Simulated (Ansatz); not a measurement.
Job for Ansatz (an electronic-structure program): U-CCSD(T)/cc-pVTZ on FGaH2 (SMILES [F][GaH2]), a point of a bond scan (R = 1.712 Å). The run froze 15 orbitals, filled d shells among them.

Ansatz 0.2 input:
```yaml
crystal:
  periodic: [false, false, false]
  atoms:
    - {symbol: Ga, position_ang: [-0.15314797, -0.29827289, 0.09911006]}
    - {symbol: H, position_ang: [0.70146134, -1.13378985, 1.32462446]}
    - {symbol: H, position_ang: [-1.47626948, -0.60250567, -0.66151679]}
    - {symbol: F, position_ang: [0.62223187, 1.21186655, -0.40267879]}
basis:
  gaussian:
    orbitals: cc-pVTZ
correlation: {method: ccsd_t, electrons: outside_noble_gas}
scf: {omitted_lower_state_checks: [cluster_reference]}
magnetization: {spin_polarized: true, initial_magnetization: 0}
```

The log:

```
WARN ansatz: RAYON_NUM_THREADS=1 ignored (pool sized by the plan → 1); use --threads N
Functional definition: HF
these checks for a lower state are left out or cut short: cluster_reference
integrals: 0.18 GiB planned
623 factors; integrals over basis functions are off by at most 1.4e-3 eV
mean field: 0.27 GiB planned
mean field evaluation 1: about -55072.5021 eV, gradient 2.3e1 eV
mean field evaluation 2: about -55072.5046 eV, gradient 2.3e1 eV
mean field evaluation 4: about -55074.4776 eV, gradient 1.2e0 eV
mean field evaluation 8: about -55074.4944 eV, gradient 4.1e-4 eV
mean field -55074.49438427 eV, -2023.9503377888 hartree, gradient 1.3e-6 eV, S^2 0.000000; 0 other end points of the search recorded, 0 dependent functions left out
15 core orbitals not correlated, not the lowest: weight in the atoms' cores, before any rotation towards them, 0.966 or more for the frozen orbitals, at most 0.038 for the correlated occupied ones
reference -55074.49438427 eV, -2023.9503377888 hartree; 6, 6 occupied and 80, 80 virtual orbitals, 623 factors
second order -9.30481926 eV of doubles, -0.00000000 eV of singles
coupled cluster: 0.38 GiB planned
cycle   1  -9.33539684 eV  change   -3.1e-2 eV  update   7.8e-2
cycle   2  -9.57893292 eV  change   -2.4e-1 eV  update   2.7e-2
cycle   3  -9.66149182 eV  change   -8.3e-2 eV  update   1.5e-2
cycle   4  -9.65538832 eV  change    6.1e-3 eV  update   3.4e-3
cycle   5  -9.65371995 eV  change    1.7e-3 eV  update   1.7e-3
cycle   6  -9.65452589 eV  change   -8.1e-4 eV  update   5.2e-4
cycle   7  -9.65446007 eV  change    6.6e-5 eV  update   1.9e-4
cycle   8  -9.65440799 eV  change    5.2e-5 eV  update   5.4e-5
cycle   9  -9.65442242 eV  change   -1.4e-5 eV  update   2.1e-5
cycle  10  -9.65442739 eV  change   -5.0e-6 eV  update   6.9e-6
perturbative correction -0.25826765 eV, -0.0094911612 hartree
Total energy: -55084.40707931 eV, -2024.3146226125 hartree
Checks for a lower state left out: cluster_reference
```

The run converged.

Cost: very roughly 6 core-seconds.
